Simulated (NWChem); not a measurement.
System: C3H7FSi; SMILES C[SiH2]/C=C\F

Here is an NWChem input.

```
start job
memory heap 200 mb stack 900 mb global 1100 mb
geometry units angstroms noautoz
  C      0.266336    -2.540965     0.000000
  Si    -0.495198    -0.823462     0.000000
  C      0.869168     0.465808     0.000000
  C      0.650330     1.777645     0.000000
  F     -0.580029     2.289951     0.000000
  H     -0.515051    -3.316251     0.000000
  H      0.894882    -2.692585    -0.891380
  H      0.894882    -2.692585     0.891380
  H     -1.362484    -0.644968     1.206825
  H     -1.362484    -0.644968    -1.206825
  H      1.922102     0.164986     0.000000
  H      1.413491     2.564202     0.000000
end
basis spherical
  * library pcseg-1
end
dft
  xc xpbe96 cpbe96
  iterations 150
  mulliken
end
task dft energy
```

Parts of the log:

```
             Northwest Computational Chemistry Package (NWChem) 7.3.0
             --------------------------------------------------------

 CS  symmetry detected

                             Geometry "geometry" -> ""
                             -------------------------

 Output coordinates in angstroms (scale by  1.889725989 to convert to a.u.)

  No.       Tag          Charge          X              Y              Z
 ---- ---------------- ---------- -------------- -------------- --------------
    1 C                    6.0000     0.25209869    -2.54216275     0.00000000
    2 Si                  14.0000    -0.50611068    -0.82318947     0.00000000
    3 C                    6.0000     0.86074738     0.46343819     0.00000000
    4 C                    6.0000     0.64444807     1.77569617     0.00000000
    5 F                    9.0000    -0.58491736     2.29038184     0.00000000
    6 H                    1.0000    -0.53078695    -3.31593539     0.00000000
    7 H                    1.0000     0.88035014    -2.69499865    -0.89138000
    8 H                    1.0000     0.88035014    -2.69499865     0.89138000
    9 H                    1.0000    -1.37304969    -0.64301769     1.20682500
   10 H                    1.0000    -1.37304969    -0.64301769    -1.20682500
   11 H                    1.0000     1.91309735     0.16057943     0.00000000
   12 H                    1.0000     1.40912956     2.56077505     0.00000000

 Effective nuclear repulsion energy (a.u.)     215.6241132390

      Symmetry information
      --------------------

 Group name             Cs
 Group number              2
 Group order               2
 No. of unique centers    10

  pbe96 is a nonlocal functional; adding pw91lda local functional.

                                 NWChem DFT Module
                                 -----------------

 Summary of "ao basis" -> "ao basis" (spherical)
 ------------------------------------------------------------------------------
       Tag                 Description            Shells   Functions and Types
 ---------------- ------------------------------  ------  ---------------------
 C                          pcseg-1                  6       14   3s2p1d
 Si                         pcseg-1                  8       18   4s3p1d
 F                          pcseg-1                  6       14   3s2p1d
 H                          pcseg-1                  3        5   2s1p

      Symmetry analysis of basis
      --------------------------

        a'         75
        a"         34

            General Information
            -------------------
          SCF calculation type: DFT
          Wavefunction type:  closed shell.
          No. of atoms     :    12
          No. of electrons :    48
           Alpha electrons :    24
            Beta electrons :    24
          Charge           :     0
          Spin multiplicity:     1
          Use of symmetry is: on ; symmetry adaption is: on
          Maximum number of iterations: 150
          AO basis - number of functions:   109
                     number of shells:    53
          Convergence on energy requested:  1.00D-06
          Convergence on density requested:  1.00D-05
          Convergence on gradient requested:  5.00D-04

              XC Information
              --------------
          PerdewBurkeErnzerhof Exchange Functional  1.000
            Perdew 1991 LDA Correlation Functional  1.000 local
           PerdewBurkeErnz. Correlation Functional  1.000 non-local

             Grid Information
             ----------------
          Grid used for XC integration:  medium
          Radial quadrature: Mura-Knowles
          Angular quadrature: Lebedev.
          Tag              B.-S. Rad. Rad. Pts. Rad. Cut. Ang. Pts.
          ---              ---------- --------- --------- ---------
          C                   0.70       49          13.0       434
          Si                  1.10       88          11.0       590
          F                   0.50       49          13.0       434
          H                   0.35       45          14.0       434
          Grid pruning is: on
          Number of quadrature shells:   509
          Spatial weights used:  Erf1

      Superposition of Atomic Density Guess
      -------------------------------------

 Sum of atomic energies:        -504.59870348

      Non-variational initial energy
      ------------------------------

 Total energy =    -507.064263
 1-e energy   =   -1122.363930
 2-e energy   =     399.675554
 HOMO         =      -0.307846
 LUMO         =       0.011207

      Symmetry analysis of molecular orbitals - initial
      -------------------------------------------------

  Numbering of irreducible representations:

     1 a'          2 a"

  Orbital symmetries:

     1 a'          2 a'          3 a'          4 a'          5 a'
     6 a'          7 a'          8 a'          9 a"         10 a'
    11 a'         12 a'         13 a'         14 a'         15 a'
    16 a"         17 a'         18 a"         19 a'         20 a'
    21 a"         22 a'         23 a'         24 a"         25 a"
    26 a'         27 a'         28 a'         29 a'         30 a'
    31 a"         32 a'         33 a"         34 a'

     ---------------------------------------------
      Total Density - Mulliken Population Analysis
     ---------------------------------------------

[...]
```

Level: PBE/pcseg-1. The geometry was optimised at PBE0/def2-SVP. Not confirmed as a minimum by frequencies.
